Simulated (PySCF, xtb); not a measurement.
MoO2Cl2, SMILES [O]=[Mo](=[O])([Cl])[Cl], multiplicity 1.

GFN2-xTB (xtb) at its own geometry gives an orbital gap of 3.51 eV and a dipole moment of 4.01 D.

Geometry optimised at PBE0-D3(BJ)/def2-SVP. The multiplicity is an assumed one; other spin states were not compared. The isomer is the one that the SMILES or the coordinates give; other isomers of the formula were not compared. The def2 effective core potentials stand for the cores of Mo; spin–orbit coupling is left out.

Q: What does CAM-B3LYP/def2-TZVP run with PySCF give? (Estimate from the structure and the level; the computed values follow.)

A: gap 8.51 eV (levels -11.34 and -2.83 eV), dipole 1.14 D.
